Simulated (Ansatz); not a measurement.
`CB1O[SiH]1N` → `N[SiH]1BO1` + `[CH2]` (triplet)  (formal loss of a carbene)

Calculated with Ansatz (gas phase, PBE0-D4/def2-TZVP geometries, no zero-point term in ΔE). CCSD(T)/CBS adds triple-zeta CCSD(T) − MP2 to the extrapolated MP2 energy (def2 sets, frozen cores). This one scheme is used for every species. DFT in def2-TZVPP. Triplets are unrestricted, without spin–orbit coupling. One conformer a species, not always the lowest.

`CB1O[SiH]1N`:

Z-matrix (Å, degrees):
```
C
B 1 1.549
H 1 1.095 2 110.2
H 1 1.094 2 110.5 3 -116.9
H 1 1.093 2 112.1 3 121.3
O 2 1.354 1 132.0 3 -118.9
Si 2 1.897 1 165.6 3 55.8
N 7 1.696 2 127.2 1 -81.1
H 7 1.480 2 126.2 1 105.2
H 8 1.005 7 123.0 2 14.5
H 8 1.006 7 122.6 2 -150.0
```

`N[SiH]1BO1`:

Z-matrix (Å, degrees):
```
Si
B 1 1.889
O 1 1.750 2 43.2
N 1 1.693 2 126.9 3 -94.8
H 1 1.478 2 125.8 3 79.4
H 2 1.192 1 166.9 3 174.6
H 4 1.006 1 122.7 2 150.7
H 4 1.005 1 123.1 2 -14.9
```

`[CH2]` (triplet):

```xyz
3

C    -0.052   -0.267    0.045
H     0.591   -0.109   -0.807
H    -0.539    0.376    0.762
```

(1) Is it downhill or uphill in electronic energy at CCSD(T)/CBS, and by how much? (An estimate is asked.)

(2) What do these levels give: ωB97X-V, MP2/def2-TZVPP, SCS-MP2/def2-TZVPP, CCSD/def2-TZVPP, MP2/def2-QZVPP, MP2/CBS(def2)? (Estimate.)

Largest T1 diagnostic among the species: 0.015.

## Answers

(1) Computed: Uphill: ΔE = +492.1 kJ/mol.

(2) Computed: ωB97X-V 502.3, MP2/def2-TZVPP 495.0, SCS-MP2/def2-TZVPP 492.7, CCSD/def2-TZVPP 470.0, MP2/def2-QZVPP 501.2, MP2/CBS(def2) 505.9 kJ/mol.

From PBE to PBE0 (25 % exact exchange), in def2-TZVPP and without D4, ΔE moves by −8.1 kJ/mol. The D4 term adds +8.4 kJ/mol with B3LYP and +4.7 kJ/mol with PBE0; it sums over pairs of atoms, weighted by their polarisabilities, and B3LYP, whose exchange is more repulsive, gets the larger term. In def2-TZVPP, CCSD(T) changes the Hartree–Fock value by +137.2 kJ/mol (the triples alone add +11.2 kJ/mol) and MP2 by +151.0 kJ/mol.

B3LYP here is the variant with VWN-RPA as its local correlation; programs differ in this.
